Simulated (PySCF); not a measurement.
# NMR parameters of [NbO4]3-

[NbO4]3-, point group Td.

Bonds: Nb1-O2 1.867 Å, Nb1-O3 1.867 Å, Nb1-O4 1.867 Å, Nb1-O5 1.867 Å.

Total charge -3.

GIAO calculations in PySCF 2.14.0 with density-fitted response routines on the PBE0-D3(BJ)/def2-SVP structure: isolated species, scalar relativity only through the core potential, equivalent atoms averaged; basis pcSseg-1 (def2-TZVP on Nb).

Task: Give the isotropic shieldings (ppm) with KT2, PBE0.

Result: 
```csv
atoms,environment,KT2,PBE0
O2/O3/O4/O5,oxygen bonded to Nb,-175.0,-179.2
HOMO–LUMO gap (eV),–,1.71,3.42
```

Task: And the chemical shifts, against references computed in the same way?

Result: 
| atoms | nucleus, reference | KT2 | PBE0 |
| --- | --- | --- | --- |
| O2/O3/O4/O5 | ¹⁷O, H2O | 505.7 | 513.8 |

Task: Which part of the shielding of O2/O3/O4/O5 depends on the functional?

Result: Diamagnetic: KT2 411, PBE0 410 ppm; paramagnetic: KT2 -586, PBE0 -590 ppm. The diamagnetic part, set mainly by inner electrons, hardly moves; the paramagnetic part goes with low-lying magnetically allowed excitations and carries the spread.

The ion is multiply charged and has no counter-ions or solvent here.

Nb is described by an effective core potential, so it has no shielding of its own here; spin–orbit effects on the atoms bonded to it, which can be large, are absent, and the values of these neighbours are rough. Unscaled 17O shifts of doubly bonded oxygen tend to come out too high, by tens of ppm or more. Experimental scales use liquid or dissolved standards, which lie at an offset from isolated H2O (liquid H2O: subtract about 36 ppm).
